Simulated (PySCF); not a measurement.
Compound: C₆H₁₀OS.
Structure used (GFN2-xTB), in Å, numbered top down from 1:
```
atom  x, y, z in Å
C1     1.423    1.326   -0.409
C2     1.497    0.206    0.564
S3     2.883   -0.178    1.324
C4     0.269   -0.619    0.790
C5    -1.021    0.200    0.991
C6    -1.787    0.040   -0.339
O7    -0.894   -0.562   -1.253
C8    -0.064   -1.407   -0.503
H9     0.967    2.199    0.062
H10    2.419    1.608   -0.741
H11    0.802    1.050   -1.261
H12    0.454   -1.304    1.618
H13   -0.802    1.244    1.205
H14   -1.600   -0.200    1.822
H15   -2.667   -0.603   -0.198
H16   -2.109    0.988   -0.771
H17   -0.590   -2.334   -0.235
H18    0.812   -1.650   -1.104
```

Computed, not measured: CAM-B3LYP/def2-SVPD in PySCF (dipole) on a GFN2-xTB geometry, gas phase.

Masses are those of the commonest isotopes; rigid-rotor values at the optimised geometry. The values belong to one conformer with, in the numbering `[CH3:1][C:2](=[S:3])[C@H:4]1[CH2:5][CH2:6][O:7][CH2:8]1`, C1–C2–C4–C5 -46°, C2–C4–C5–C6 105°, C4–C5–C6–O7 -11°, C5–C6–O7–C8 32°, C6–O7–C8–C4 -41°.

Question: Give the principal moments of inertia and the rotational constants in cm⁻¹.

Answer: Ia = 140.11, Ib = 469.07, Ic = 480.48 u·Å²; 505379 MHz·u·Å²/I gives 3607, 1077 and 1052 MHz, that is A = 0.12031, B = 0.03594, C = 0.03509 cm⁻¹.

Question: Classify the top.

Answer: A near-prolate asymmetric top: κ = (2 × 1077 − 3607 − 1052)/(3607 − 1052) = -0.98.

Question: Is it planar, by Δ = Ic − Ia − Ib?

Answer: Not planar: Δ = Ic − Ia − Ib = -128.71 u·Å². For a rigid frame Δ = −2 Σ m c², so Σ m c² = 64.35 u·Å² lies off the ab plane: 15.18 from hydrogen and 49.17 from heavier atoms. The atom farthest from that plane is 2.01 Å away.

Question: List the rotational levels J(Ka,Kc) to J = 5 (K).

Answer: Above 0(0,0), as E/k:
J = 1: 1(0,1) 0.102, 1(1,1) 0.224, 1(1,0) 0.225
J = 2: 2(0,2) 0.307, 2(1,2) 0.427, 2(1,1) 0.430, 2(2,1) 0.795, 2(2,0) 0.795
J = 3: 3(0,3) 0.613, 3(1,3) 0.731, 3(1,2) 0.739, 3(2,2) 1.101, 3(2,1) 1.101, 3(3,1) 1.711, 3(3,0) 1.711
J = 4: 4(0,4) 1.022, 4(1,4) 1.138, 4(1,3) 1.150, 4(2,3) 1.510, 4(2,2) 1.510, 4(3,2) 2.120, 4(3,1) 2.120, 4(4,1) 2.974, 4(4,0) 2.974
J = 5: 5(0,5) 1.532, 5(1,5) 1.646, 5(1,4) 1.664, 5(2,4) 2.021, 5(2,3) 2.021, 5(3,3) 2.631, 5(3,2) 2.631, 5(4,2) 3.485, 5(4,1) 3.485, 5(5,1) 4.583, 5(5,0) 4.583
The levels of one J sum to (2J + 1)J(J + 1)(A + B + C)/3.

Question: Which types of transition are allowed, and where do some lines up to J = 3 fall?

Answer: The dipole components are |μa| = 2.63 D, |μb| = 0.12 D, |μc| = 1.30 D. The squared components, which scale the intensities, stand as 1.00 : 0.00 : 0.24 (a : b : c). Some lines, for components of 0.1 D or more:

```csv
type,branch,"J(Ka,Kc)",MHz,lower level (cm⁻¹)
b,R,"2(0,2) ← 1(1,1)",1729,0.155
a,R,"1(0,1) ← 0(0,0)",2129,0.000
c,Q,"2(1,2) ← 2(0,2)",2504,0.213
b,Q,"3(1,2) ← 3(0,3)",2620,0.426
b,R,"3(0,3) ← 2(1,2)",3883,0.297
a,R,"2(1,2) ← 1(1,1)",4233,0.155
a,R,"3(1,3) ← 2(1,2)",6349,0.297
a,R,"3(0,3) ← 2(0,2)",6387,0.213
a,R,"3(2,1) ← 2(2,0)",6388,0.552
b,R,"2(1,2) ← 1(0,1)",6762,0.071
b,Q,"2(2,0) ← 2(1,1)",7589,0.299
b,R,"2(2,1) ← 1(1,0)",11873,0.156
c,R,"2(2,1) ← 1(1,1)",11898,0.155
b,R,"2(2,0) ← 1(1,1)",11898,0.155
b,Q,"3(3,0) ← 3(2,1)",12711,0.765
c,R,"3(2,2) ← 2(1,2)",14053,0.297
b,R,"3(2,1) ← 2(1,2)",14054,0.297
c,R,"3(3,0) ← 2(2,0)",19099,0.552
b,R,"3(3,0) ← 2(2,1)",19099,0.552
```

Question: Estimate the classical rotational partition function at 10 K, 100 K and 298.15 K.

Answer: Point group C1, symmetry number σ = 1; q = (√π/σ)·√((kT/h)³/(ABC)), k/h = 20836.6 MHz/K: 2640 at 10 K, 83400 at 100 K, 429000 at 298.15 K.

No frequency check. No vibrational averaging or centrifugal distortion is included, and the geometry carries the error of its method. A rigid rotor knows nothing of internal rotation, which can split or shift real lines.
